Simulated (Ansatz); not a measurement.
Cost and result for the atomization energy of C₂H₆BClO (`COBCCl`) (11 atoms, 10 bonds).

```xyz
11

C     0.6526   -0.6165    1.7421
O     0.6585   -0.3202    0.3597
B    -0.4503    0.0511   -0.2962
C    -0.3190    0.4305   -1.8183
Cl   -0.6387    2.1983   -1.8716
H    -0.3561   -0.5496    2.1582
H     1.3061    0.0903    2.2566
H     1.0422   -1.6256    1.8871
H    -1.5065    0.1136    0.2736
H    -1.0642   -0.0414   -2.4587
H     0.6753    0.2696   -2.2325
```

Charge 0, multiplicity 1. The structure was optimised at the PBE0-D4/def2-TZVP level. It is one conformer, not always the lowest. Program: Ansatz. All runs use 4 threads of an Arm Neoverse V1 on a shared host. Times are those of one run each, without the atoms' runs, and a repeat can differ threefold. Electronic energies, without spin–orbit coupling; frozen cores. CCSD(T)/CBS adds CCSD(T) − MP2 in def2-TZVPP to the MP2 limit, and its time is that of the two runs behind it. T1 = 0.012. B3LYP takes the VWN-RPA correlation (the form of Gaussian; ORCA's B3LYP/G).

CCSD(T)/CBS is a level of theory with its own doubt, some kJ/mol a heavy atom from the limit and from the frozen cores, so smaller differences don't rank the functionals.

```json
{"level": "PBE-D4/def2-TZVPP (with forces)", "functions": "250", "wall time": "2.3 s"}
{"level": "PBE0-D4/def2-TZVPP", "functions": "250", "wall time": "2.7 s"}
{"level": "B3LYP-D4/def2-TZVPP (with forces)", "functions": "250", "wall time": "4.2 s"}
{"level": "r2SCAN-D4/def2-TZVPP (with forces)", "functions": "250", "wall time": "4.5 s"}
{"level": "B2PLYP/def2-TZVPP", "functions": "250", "wall time": "4.8 s"}
{"level": "ωB97X-V/def2-TZVPP", "functions": "250", "wall time": "7 s"}
{"level": "ωB97M-V/def2-TZVPP (with forces)", "functions": "250", "wall time": "11 s"}
{"level": "MP2/def2-QZVPP", "functions": "478", "wall time": "21 s"}
{"level": "CCSD(T)/def2-TZVPP", "functions": "250", "wall time": "2.5 min"}
{"level": "CCSD(T)/CBS(def2)", "functions": "–", "wall time": "2.9 min"}
```

Problem. What atomization energy does each give, and how far from CCSD(T)/CBS? (Best estimate.)

Solution. Computed: 
| level | atomization (kJ/mol) | difference from CCSD(T)/CBS | per bond |
| --- | --- | --- | --- |
| PBE-D4/def2-TZVPP (with forces) | 4284.3 | 100.7 | 10.1 |
| PBE0-D4/def2-TZVPP | 4213.6 | 30.0 | 3.0 |
| B3LYP-D4/def2-TZVPP (with forces) | 4193.5 | 9.9 | 1.0 |
| r2SCAN-D4/def2-TZVPP (with forces) | 4212.6 | 29.0 | 2.9 |
| B2PLYP/def2-TZVPP | 4154.7 | -28.9 | -2.9 |
| ωB97X-V/def2-TZVPP | 4197.0 | 13.4 | 1.3 |
| ωB97M-V/def2-TZVPP (with forces) | 4210.0 | 26.4 | 2.6 |
| MP2/def2-QZVPP | 4221.1 | 37.5 | 3.7 |
| CCSD(T)/def2-TZVPP | 4085.9 | -97.7 | -9.8 |
| CCSD(T)/CBS(def2) | 4183.6 | 0.0 | 0.0 |

The D4 term adds +29.6 kJ/mol with B3LYP and +15.6 kJ/mol with PBE0; it sums over pairs of atoms, weighted by their polarisabilities, and B3LYP, whose exchange is more repulsive, gets the larger term. In def2-TZVPP, CCSD(T) changes the Hartree–Fock value by +957.0 kJ/mol (the triples alone add +58.8 kJ/mol) and MP2 by +1034.7 kJ/mol; breaking electron pairs costs correlation energy, which Hartree–Fock lacks. From PBE to PBE0 (25 % exact exchange), in def2-TZVPP and without D4, the atomization energy moves by −67.8 kJ/mol: exact exchange takes away binding that semilocal exchange gives to molecules.
